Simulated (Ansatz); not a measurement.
Computed with Ansatz on PBE0-D4/def2-TZVP structures; ΔE is electronic, products minus reactants. CCSD(T)/CBS is the MP2 limit (def2-TZVPP, def2-QZVPP) plus CCSD(T) − MP2 in def2-TZVPP, frozen cores. Functionals use def2-TZVPP. For Ge outer-core shells are correlated without core-valence functions, which leaves a few kJ/mol of doubt a bond. Scalar relativity is left out up to krypton. One conformer a species, not always the lowest.

Reaction (formal exchange of groups at the Si–Ge bond): `O[B](F)[GeH2][SiH3]` + `C=CC=S` → `C=C([SiH3])C=S` + `O[B](F)[GeH3]`

Is it downhill or uphill in electronic energy at CCSD(T)/CBS, and by how much? (An estimate is asked.)

Ansatz gave: Uphill: ΔE = +38.0 kJ/mol.

What do these levels give: PBE-D4, ωB97M-V, r2SCAN, SCS-MP2/def2-TZVPP, SCS-MP2/def2-QZVPP, MP2/CBS(def2)? (Best estimate.)

The calculation gave: PBE-D4 46.8, ωB97M-V 34.5, r2SCAN 45.6, SCS-MP2/def2-TZVPP 32.2, SCS-MP2/def2-QZVPP 32.4, MP2/CBS(def2) 33.7 kJ/mol.

Largest T1 diagnostic among the species: 0.016.

The D4 term adds −5.4 kJ/mol with B3LYP and −2.7 kJ/mol with PBE0; it sums over pairs of atoms, weighted by their polarisabilities, and B3LYP, whose exchange is more repulsive, gets the larger term.

B3LYP here is the variant with VWN-RPA as its local correlation; programs differ in this.
